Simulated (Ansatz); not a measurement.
ZnCu₂⁻, relaxed as a doublet with UKS r2SCAN-D4/def2-TZVPD in Ansatz, starting from the GFN1-xTB geometry. Force threshold 0.02 eV/Å.

The highest occupied level of the charge -1 doublet lies above zero (up to 0.66 eV). The electron is either unbound and held by the finite basis, or the level is raised by self-interaction error. Another isomer (doublet) lies 0.06 eV lower at PBE0-D4/def2-TZVPD; other spin states weren't run for this one.

Start:

```xyz
3

Cu    0.379   -1.433    0.943
Cu   -0.054    1.757    0.040
Zn   -0.324   -0.324   -0.983
```

Estimate the energy that the relaxation releases and the steps that it takes.

0.31 eV, in 10 steps; 40 s on 4 threads of Arm Neoverse V2 on a shared host. The force fell under the threshold at step 9, but the optimiser went on. No frequencies were taken in this run, so the end may be a saddle point.

Does the start keep its bonding and symmetry?

By distances, no bond broke or formed. The bond that changes most is Cu1–Zn3, from 2.33 to 2.40 Å (atoms count from 1). Point group C2v at the start, D∞h at the end, both within 0.05 Å.

Predict the relaxed structure.


```xyz
3

Cu    0.3105   -2.2879    0.6460
Cu   -0.3116    2.2868   -0.6494
Zn    0.0011    0.0011    0.0034
```
Bond lengths (bridged metal pairs left out): 2 × Cu–Zn 2.40 Å.
